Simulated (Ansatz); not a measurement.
Saddle point of ZnAsH5O2, singlet (ZnH₂O₂ ([OH][Zn][OH]) + AsH₃ → ZnAsH₃O ([OH][Zn][AsH2]) + H₂O (still joined by a long Zn–O bond); bonds formed: O2–H4; dative contacts that become bonds: Zn1–As5; bonds broken: H4–As5; bonds weakened to dative contacts: Zn1–O2), PBE0-D4/def2-TZVP structure:

```xyz
9
angstrom
Zn -0.4048 -0.8301 -0.2890
O 0.6009 -0.4037 1.3089
O -1.2222 -2.2060 -1.1107
H 0.7635 0.8991 0.9150
As 0.1275 1.5878 -0.4843
H 0.9981 -0.9377 2.0004
H -1.1748 -3.0289 -0.6213
H -0.8176 2.7351 -0.2938
H 1.1296 2.1845 -1.4253
```

Energies are electronic, without zero-point energy. Barriers and step energies count from the start structure reached by relaxing down the imaginary mode; all methods use the PBE0-D4 structures, on which another method's saddle can fall below an end. Ansatz 0.2.0; basis: def2-TZVPP, with def2-QZVPP for the basis limit; cores frozen in the correlated methods. The 3s and 3p shells of Cu and Zn are frozen; filled d shells are correlated. The def2 sets are not built for correlating such inner shells, so the correlated values are less sure here. B3LYP uses VWN-RPA correlation. Extrapolation: Hartree–Fock as exp(−7.88 √X), correlation as X^−2.97.

```
      method  barrier (kJ/mol)  step energy (kJ/mol)
       SPW92              52.0                 -84.2
      PBE-D4              77.7                 -72.0
     BLYP-D4                 ?                 -63.0
   r2SCAN-D4              83.6                 -71.9
      B97M-V              99.4                 -62.7
     PBE0-D4              82.1                 -77.4
    B3LYP-D4              95.2                 -68.7
  r2SCAN0-D4              85.4                 -78.4
    BHLYP-D4                 ?                 -72.4
CAM-B3LYP-D4                 ?                 -66.8
     wB97X-V              95.6                 -64.9
     wB97M-V              93.5                 -75.3
      B2PLYP              95.9                 -66.7
    PBE-QIDH              87.2                 -74.0
  RPA on PBE             103.3                 -56.4
          HF             126.1                 -68.7
         MP2              92.9                 -64.7
        CCSD             103.3                 -65.3
     CCSD(T)              97.0                 -65.6
```

**Question.** Fill in the withheld barriers. (To be estimated.)

**Answer.** By the calculation: CAM-B3LYP-D4 95.1; BLYP-D4 93.7; BHLYP-D4 101.3 kJ/mol. Each is the energy of the saddle less that of the start structure, by the same method.

For comparison, the barrier by CCSD(T) at an estimated basis limit (MP2 extrapolated from triple and quadruple zeta, plus CCSD(T) − MP2 in triple zeta) is 93.0 kJ/mol.

T1 diagnostic: at most 0.016.

Labels in which every atom is bracketed show which atoms are joined, not bond orders.

For scale, one of the runs: CCSD(T)/def2-TZVPP, 244 basis functions, launched by `ansatz run in.yaml --threads 8 --pin off --events-out ev --progress --plain --max-ram 19148MiB`. Hardware: 8 CPU threads of an Intel Xeon, shared host. Wall time 3.3 min; peak host memory 5.1 GiB.
